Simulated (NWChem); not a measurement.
# SiN₂H₄, singlet; SMILES N[Si]N

```xyz
7

Si     0.0000     0.0000    -0.6745
N      1.3343     0.0000     0.4490
H      1.3026     0.0000     1.4741
H      2.2963     0.0000     0.1043
N     -1.3343     0.0000     0.4490
H     -2.2963     0.0000     0.1043
H     -1.3026     0.0000     1.4741
```
Atoms are numbered in this order, from 1.

Results from NWChem. Low-valent species are run as closed-shell singlets; no triplet was tried in these runs. Geometry: optimised at PBE-D3(BJ)/def2-SVP. Ions are spin-unrestricted doublets at the neutral geometry; other ion states weren't tried.

### Question
What does the run give for CAM-B3LYP/aug-cc-pVDZ? Quantities: vertical ionisation energy, ΔSCF (eV); −ε(HOMO) (eV).

### Answer
* **vertical ionisation energy, ΔSCF (eV)**: 8.93
* **−ε(HOMO) (eV)**: 7.87
